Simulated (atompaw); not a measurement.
# An all-electron radial function and its pseudo partner (tin (Sn))

Columns: radius, all-electron u(r) and pseudo u(r) of the 4d shell (level -38.34 eV) of tin in the configuration [Ar] 3d10 4s2 4p6 4d10 5s2 5p0.5; PBEsol, scalar-relativistic, PAW (atompaw) scheme, atompaw 4.2.0.5.

| r (bohr) | all-electron | pseudo |
| --- | --- | --- |
| 0.069 | -0.1572 | 0.0034 |
| 0.138 | -0.4472 | 0.0262 |
| 0.208 | -0.5435 | 0.0838 |
| 0.277 | -0.4216 | 0.1802 |
| 0.346 | -0.1746 | 0.3114 |
| 0.415 | 0.1119 | 0.4644 |
| 0.485 | 0.3870 | 0.6236 |
| 0.554 | 0.6148 | 0.7666 |
| 0.623 | 0.7898 | 0.8822 |
| 0.692 | 0.9126 | 0.9641 |
| 0.762 | 0.9897 | 1.0135 |
| 0.831 | 1.0274 | 1.0348 |
| 0.900 | 1.0352 | 1.0361 |
| 0.969 | 1.0210 | 1.0210 |
| 1.038 | 0.9907 | 0.9907 |
| 1.108 | 0.9489 | 0.9489 |
| 1.177 | 0.9008 | 0.9008 |
| 1.246 | 0.8486 | 0.8486 |
| 1.315 | 0.7947 | 0.7947 |
| 1.385 | 0.7398 | 0.7398 |
| 1.454 | 0.6867 | 0.6867 |
| 1.523 | 0.6352 | 0.6352 |
| 1.592 | 0.5861 | 0.5861 |
| 1.662 | 0.5389 | 0.5389 |
| 1.731 | 0.4951 | 0.4951 |
| 1.800 | 0.4541 | 0.4541 |

Task: How many radial nodes do the two functions have?

Result: The all-electron 4d function has n − l − 1 = 1; the pseudo-wave has 0, since the states of the same l below it are removed with the core.

Task: At about which radius was the pseudo-wave matched?

Result: 0.95 bohr, where the columns begin to agree (steps of 0.07 bohr).

Task: Is the pseudo-wave norm-conserving?

Result: No, it belongs to a PAW set: the norm inside the radius is not constrained, and the difference is carried by the augmentation charge.
